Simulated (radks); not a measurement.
These are the eigenvalues of the occupied orbitals of an atom or ion with whole-number occupations (Ry). Calculated with a radial shooting solver on a logarithmic mesh with Libxc functionals: non-relativistic Kohn-Sham, LB94 model potential, spin-polarised, spherical densities, point nucleus.

orbital  eigenvalue
1s        -2465.456
2s        -405.0041
2p        -383.6848
3s        -109.8587
3p        -100.7603
3d        -83.94587
4s        -43.81945
4p        -40.36537

Which element is it, and in what charge state? The configuration may be excited. Open shells, if any, are filled with parallel spins first.

Answer. Z = 54, xenon, charge +18: Xe18+ in [Kr]. The list shows which subshells hold electrons but not how many an open one holds; the 1s level, -1232.7 hartree, gives Z - s = 49.7 by -(Z - s)^2/2, which with screening narrows Z to a few neighbours, and the depths of the outer levels then fix element, charge and occupations together.
